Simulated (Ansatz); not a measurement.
One change: `[BH2][Al]1[CH2][NH]1` becomes `[CH2]1[NH][AlH]1`.

Ansatz, PBE0-D4/def2-TZVP geometries, multiplicity 1. 

```
                                        property  `[BH2][Al]1[CH2][NH]1`
              LUMO energy (PBE0/def2-TZVPP) / eV                   -2.87
             HOMO–LUMO gap (PBE/def2-TZVPP) / eV                    1.40
size of the dipole moment (B3LYP/def2-TZVPP) / D                    1.20
            HOMO–LUMO gap (PBE0/def2-TZVPP) / eV                    3.43
               LUMO energy (PBE/def2-TZVPP) / eV                   -3.75
               HOMO energy (PBE/def2-TZVPP) / eV                   -5.14
```

Problem. Give the same properties after the change, and the shifts. (Best estimate.)

Solution. The calculation gave: 
| property | `[CH2]1[NH][AlH]1` | shift |
| --- | --- | --- |
| LUMO energy (PBE0/def2-TZVPP) / eV | -0.73 | 2.14 |
| HOMO–LUMO gap (PBE/def2-TZVPP) / eV | 3.70 | 2.30 |
| size of the dipole moment (B3LYP/def2-TZVPP) / D | 0.80 | -0.40 |
| HOMO–LUMO gap (PBE0/def2-TZVPP) / eV | 5.70 | 2.27 |
| LUMO energy (PBE/def2-TZVPP) / eV | -1.48 | 2.27 |
| HOMO energy (PBE/def2-TZVPP) / eV | -5.18 | -0.04 |

With PBE0 the HOMO falls by 0.13 eV and the LUMO rises by 2.14 eV, so the gap widens by about 2.27 eV. PBE moves the HOMO by -0.04 eV and ωB97M-V by -0.23 eV. The zero-point energy changes by -32.9 kJ/mol with -6 modes. Dipoles are sizes alone; their direction can turn.

B3LYP here is the variant with VWN-RPA as its local correlation; programs differ in this.
